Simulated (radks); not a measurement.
Results of a calculation; reference values are marked as such.
Task: All-electron atom: neutral platinum in [Xe] 4f14 5d9 6d1 (not the ground configuration). Code: a radial shooting solver on a logarithmic mesh with Libxc functionals. Model: Dirac Kohn-Sham, PBE, spin-unpolarised, spherical densities, finite nucleus; open shells are shared between the two j in proportion to 2j + 1; Fermi nuclear charge, rms radius 5.427 fm. Some entries of the table are withheld. Estimate them.

orbital,occ.,eigenvalue (eV),<r^2> (bohr^2)
1s1/2,2,-78277.51,0.0004063
2s1/2,2,-13745.74,0.006146
2p1/2,2,-13178.46,0.004356
2p3/2,4,-11449.60,0.005546
3s1/2,2,-3232.482,0.03995
3p1/2,2,(1),0.03647
3p3/2,4,(2),0.04292
3d3/2,4,(3),0.03299
3d5/2,6,(4),0.03474
4s1/2,2,-698.6378,0.1946
4p1/2,2,-590.0574,0.1989
4p3/2,4,-499.5562,0.2321
4d3/2,4,(5),0.2467
4d5/2,6,(6),0.2586
5s1/2,2,-106.7705,1.022
4f5/2,6,-77.0348,0.3203
4f7/2,8,-73.5813,0.3297
5p1/2,2,-72.1822,1.214
5p3/2,4,-57.2963,1.463
5d3/2,3.6,(7),(8)
5d5/2,5.4,(9),(10)
6d3/2,0.4,-0.7271,121.9
6d5/2,0.6,-0.7155,124.5

Result: 
(1) 3p1/2 eigenvalue (eV): -2976.955
(2) 3p3/2 eigenvalue (eV): -2596.921
(3) 3d3/2 eigenvalue (eV): -2170.043
(4) 3d5/2 eigenvalue (eV): -2088.125
(5) 4d3/2 eigenvalue (eV): -321.3953
(6) 4d5/2 eigenvalue (eV): -304.5633
(7) 5d3/2 eigenvalue (eV): -12.1938
(8) 5d3/2 <r^2> (bohr^2): 3.080
(9) 5d5/2 eigenvalue (eV): -10.8241
(10) 5d5/2 <r^2> (bohr^2): 3.378
